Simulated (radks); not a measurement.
The numbers below are computed, except where a source is named.
Initial-state core-level shifts of neutral holmium when its valence configuration changes from [Xe] 4f11 6s2. Code: a radial shooting solver on a logarithmic mesh with Libxc functionals. Model: Dirac Kohn-Sham, LDA (Slater exchange, Perdew-Wang correlation), spin-unpolarised, spherical densities, finite nucleus; open shells are shared between the two j in proportion to 2j + 1; Fermi nuclear charge, rms radius 5.2022 fm. Shifts are changes of the shell-averaged eigenvalues in eV (positive: less bound); the change of the density at the nucleus, which sets a Mossbauer isomer shift, is in e/bohr^3, on a base of 8.021e+05.

| valence | 2s | 3s | 3d | 4s | density at nucleus |
|---|---|---|---|---|---|
| 4f10 5d1 6s2 | -7.031 | -7.801 | -7.708 | -7.477 | +42.71 |
| 4f11.5 6s1.5 | +3.135 | +3.378 | +3.351 | +3.321 | -32.01 |
| 4f11 5d1 6s1 | +0.623 | +0.598 | +0.605 | +0.617 | -32.65 |
| 4f10 6s2 6p1 | -10.282 | -10.999 | -10.919 | -10.695 | +59.31 |
| 4f9 5d1 6s1 6p2 | -19.813 | -21.557 | -21.353 | -20.642 | +67.27 |
| 4f10 5d1 6p2 | -9.667 | -10.427 | -10.334 | -10.113 | -27.09 |
| 4f11 6s1 6p1 | -1.462 | -1.442 | -1.445 | -1.453 | -27.54 |
